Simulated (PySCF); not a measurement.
**Iron: a sound run and one with changed settings**

Sound run: Fe²⁺ [Ar] 3d6, Fe³⁺ [Ar] 3d5. All numbers are calculated (PySCF 2.14, the non-relativistic Hamiltonian (point nucleus), in def2-SVP (5s3p2d1f, 31 functions)). In the sound run the correlated levels freeze [Ar]. The sound run starts from symmetry-adapted Hartree-Fock orbitals and uses a fine grid where one is needed.

A second run was set up differently.

```csv
species,method,sound run (hartree),changed run (hartree),converged
Fe²⁺,UHF,-1261.47693,-1261.47693,yes
Fe²⁺,r2SCAN,-1262.58553,-1262.58553,yes
Fe²⁺,LDA,-1260.09469,-1260.09469,yes
Fe²⁺,MP2,-1261.54833,-1261.53717,yes
Fe³⁺,UHF,-1260.41881,-1260.41881,yes
Fe³⁺,r2SCAN,-1261.43583,-1261.43583,yes
Fe³⁺,LDA,-1258.91356,-1258.91356,yes
Fe³⁺,MP2,-1260.45161,-1260.44756,yes
```

Ionisation energy of Fe²⁺:

| method | sound run (eV) | changed run (eV) |
| --- | --- | --- |
| UHF | 28.793 | 28.793 |
| r2SCAN | 31.285 | 31.285 |
| LDA | 32.140 | 32.140 |
| MP2 | 29.843 | 29.650 |
| SCS-MP2 | 29.836 | 29.657 |

**Question.** What was changed?
A. level shift left on
B. minimal basis
C. too few SCF iterations
D. basis contracted for another Hamiltonian

**Answer.** A. It used initial guess 1e, at most 50 SCF cycles, level shift 0.5 hartree. A level shift leaves the converged SCF energy unchanged but raises the virtual orbital energies, which shrinks MP2 if it is not removed.
